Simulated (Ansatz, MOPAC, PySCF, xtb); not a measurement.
Complex: BFH2O2 (SMILES OB(O)F) (first 6 atoms) with HF (SMILES F); geometry from B3LYP-D3(BJ)/def2-TZVP, rigid monomers moved along the line of their centres of mass till O3···H8 is 2.42 Å.
(charge 0, multiplicity 1):
```xyz
8

O      1.10913     0.83478     0.23364
B      0.02755     0.03405     0.15972
O     -0.45672    -0.51683     1.31372
F     -0.58260    -0.23592    -1.00411
H      1.39923     1.19002    -0.61204
H     -1.22973    -1.07785     1.19297
F      0.33998    -0.41626     4.57196
H      0.14362    -0.42514     3.65411
```

Counterpoise-corrected where a basis set is named; no monomer relaxation. Rows marked so take none.

Rows in 3-21G carry no dispersion term and start afresh at each structure. The state that PM6 reach isn't checked.

The values were computed with Ansatz (Gaussian basis) for Hartree–Fock, density functionals and correlated methods; MOPAC for PM6 (differences of heats of formation); PySCF for 3-21G rows, the dispersion terms; xtb for the GFN methods. Each number belongs to the level named beside it.

Q: One of these levels gives -199.3 meV for the interaction energy. Name it.
A) HF/3-21G (no counterpoise)
B) PM6
C) PBE-D4/def2-TZVPPD
D) GFN2-xTB

A: C, PBE-D4/def2-TZVPPD. The others give -102.6 (PM6), -223.0 (GFN2-xTB), -319.8 (HF/3-21G (no counterpoise))

Ansatz is a first-principles code.
